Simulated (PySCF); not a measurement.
Computed shifts of a molecule CH₇NSi₃, B3LYP/pcSseg-1 run with PySCF, GIAO, gas phase, atoms alike by connectivity averaged where their shifts nearly agree, in ppm (number of nuclei): ²⁹Si: 5.6 (1), -29.3 (1), -97.7 (1). ¹⁵N: 583.4 (1). ¹³C: 222.7 (1). ¹H: 10.43 (1), 6.24 (1), 5.79 (1), 5.71 (1), 4.13 (3). References: ²⁹Si against TMS (σ = 338.7 ppm); ¹⁵N against NH3 (σ = 265.5 ppm); ¹³C against TMS (σ = 181.3 ppm); ¹H against TMS (σ = 31.68 ppm), references at their B3LYP-D3(BJ)/def2-TZVP geometries, non-relativistic. Geometry optimised at PBE-D3(BJ)/def2-SVP. Other conformers were not sampled.

**Question.** Which molecule gave these data?
A) [SiH3][Si@H]1N=C[SiH2]1
B) C1=N[SiH2][SiH2][SiH2]1
C) [SiH3]C1=N[SiH2][SiH2]1
D) [SiH3][Si@@H]1C=N[SiH2]1

**Answer.** A, [SiH3][Si@H]1N=C[SiH2]1
